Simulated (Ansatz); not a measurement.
`c1ccc(-c2ccc(-c3ccc(-c4ccc(-c5ccc(-c6ccc(-c7ccc(-c8ccccc8)cc7)cc6)cc5)cc4)cc3)cc2)cc1`. Charge 0, multiplicity 3. Geometry PBE-D4/def2-SVP, that of the neutral singlet; atoms count from 1.

Cartesian coordinates in Å:
```
C 9.945 9.379 9.455
C 9.928 9.542 8.060
C 9.089 8.750 7.266
C 8.246 7.774 7.846
C 7.358 6.935 7.005
C 7.086 5.589 7.340
C 6.251 4.798 6.547
C 5.642 5.314 5.380
C 4.755 4.477 4.540
C 4.986 3.090 4.383
C 4.151 2.301 3.588
C 3.041 2.856 2.912
C 2.155 2.019 2.070
C 0.771 2.287 1.968
C -0.065 1.497 1.174
C 0.443 0.402 0.438
C -0.442 -0.433 -0.407
C -1.783 -0.686 -0.040
C -2.618 -1.474 -0.837
C -2.155 -2.045 -2.045
C -3.040 -2.876 -2.892
C -2.919 -2.878 -4.300
C -3.756 -3.662 -5.100
C -4.756 -4.485 -4.532
C -5.642 -5.315 -5.379
C -6.976 -5.590 -4.998
C -7.812 -6.373 -5.798
C -7.358 -6.921 -7.020
C -8.246 -7.751 -7.869
C -9.211 -8.609 -7.292
C -10.050 -9.393 -8.095
C -9.945 -9.339 -9.494
C -8.992 -8.492 -10.082
C -8.153 -7.708 -9.280
C -6.025 -6.646 -7.401
C -5.188 -5.864 -6.601
C -4.875 -4.484 -3.123
C -4.040 -3.699 -2.323
C -0.814 -1.790 -2.413
C 0.022 -1.006 -1.614
C 1.827 0.135 0.538
C 2.662 0.922 1.336
C 2.808 4.242 3.071
C 3.645 5.032 3.863
C 5.912 6.661 5.046
C 6.750 7.451 5.838
C 8.274 7.622 9.252
C 9.113 8.415 10.046
H 10.604 10.001 10.079
H 10.583 10.289 7.584
H 9.106 8.868 6.172
H 7.555 5.148 8.233
H 6.049 3.759 6.848
H 5.851 2.626 4.881
H 4.353 1.222 3.503
H 0.337 3.122 2.539
H -1.134 1.746 1.106
H -2.174 -0.271 0.901
H -3.661 -1.636 -0.527
H -2.179 -2.222 -4.781
H -3.658 -3.606 -6.194
H -7.377 -5.149 -4.073
H -8.856 -6.535 -5.488
H -9.284 -8.681 -6.196
H -10.788 -10.061 -7.622
H -10.604 -9.955 -10.124
H -8.907 -8.434 -11.179
H -7.429 -7.027 -9.753
H -5.625 -7.087 -8.327
H -4.144 -5.704 -6.911
H -5.615 -5.141 -2.642
H -4.138 -3.753 -1.229
H -0.413 -2.233 -3.337
H 1.055 -0.816 -1.941
H 2.255 -0.720 -0.006
H 3.738 0.694 1.377
H 1.964 4.713 2.546
H 3.424 6.104 3.975
H 5.470 7.092 4.135
H 6.925 8.500 5.555
H 7.607 6.889 9.730
H 9.110 8.284 11.140
```

Single mean-field runs in def2-SVP are fitted with def2-universal-jkfit. At PBE0-D4/def2-SVP a singlet of charge 0 lies 3.04 eV below the triplet at the same geometry.

Q: Estimate the Mulliken populations of the heavy atoms from the PBE0/def2-SVP orbitals of Ansatz.

A: 
```tsv
atom	charge (e)	spin (α − β)
C1	-0.02	0.01
C2	-0.03	0.00
C3	-0.04	0.01
C4	0.02	-0.01
C5	0.02	0.03
C6	-0.03	-0.01
C7	-0.04	0.02
C8	0.03	-0.02
C9	0.03	0.10
C10	-0.03	-0.04
C11	-0.03	0.07
C12	0.03	-0.05
C13	0.03	0.26
C14	-0.03	-0.08
C15	-0.03	0.14
C16	0.02	0.03
C17	0.02	0.38
C18	-0.03	0.05
C19	-0.03	0.05
C20	0.02	0.37
C21	0.02	0.03
C22	-0.03	0.15
C23	-0.04	-0.08
C24	0.03	0.27
C25	0.03	-0.05
C26	-0.04	0.07
C27	-0.03	-0.05
C28	0.03	0.10
C29	0.02	-0.02
C30	-0.04	0.02
C31	-0.02	-0.01
C32	-0.02	0.02
C33	-0.02	-0.01
C34	-0.04	0.02
C35	-0.03	-0.05
C36	-0.04	0.07
C37	-0.04	-0.08
C38	-0.03	0.15
C39	-0.03	0.05
C40	-0.03	0.05
C41	-0.03	0.14
C42	-0.03	-0.08
C43	-0.03	0.07
C44	-0.03	-0.04
C45	-0.04	0.02
C46	-0.03	-0.01
C47	-0.04	0.01
C48	-0.03	0.00
```
Mulliken values depend strongly on the basis.

Q: Where does the spin sit?

A: Summed by element: C 2.05, H -0.05, of 2 unpaired in all. Largest on single atoms: C17 0.38, C20 0.37, C24 0.27.

Q: And the Mayer bond orders between heavy atoms (over 0.3, the first 40 of 55)?

A: C1–C2 1.39 (1.40 Å); C1–C48 1.39 (1.40 Å); C2–C3 1.40 (1.40 Å); C3–C4 1.38 (1.41 Å); C4–C5 1.01 (1.48 Å); C4–C47 1.38 (1.41 Å); C5–C6 1.36 (1.41 Å); C5–C46 1.36 (1.41 Å); C6–C7 1.41 (1.40 Å); C7–C8 1.36 (1.41 Å); C8–C9 1.02 (1.48 Å); C8–C45 1.36 (1.41 Å); C9–C10 1.35 (1.41 Å); C9–C44 1.35 (1.41 Å); C10–C11 1.42 (1.40 Å); C11–C12 1.33 (1.41 Å); C12–C13 1.05 (1.48 Å); C12–C43 1.33 (1.41 Å); C13–C14 1.29 (1.41 Å); C13–C42 1.29 (1.41 Å); C14–C15 1.48 (1.40 Å); C15–C16 1.25 (1.41 Å); C16–C17 1.17 (1.48 Å); C16–C41 1.25 (1.41 Å); C17–C18 1.17 (1.41 Å); C17–C40 1.17 (1.41 Å); C18–C19 1.57 (1.40 Å); C19–C20 1.17 (1.41 Å); C20–C21 1.18 (1.48 Å); C20–C39 1.17 (1.41 Å); C21–C22 1.24 (1.41 Å); C21–C38 1.24 (1.41 Å); C22–C23 1.48 (1.40 Å); C23–C24 1.28 (1.41 Å); C24–C25 1.06 (1.48 Å); C24–C37 1.28 (1.41 Å); C25–C26 1.33 (1.41 Å); C25–C36 1.33 (1.41 Å); C26–C27 1.42 (1.40 Å); C27–C28 1.35 (1.41 Å).
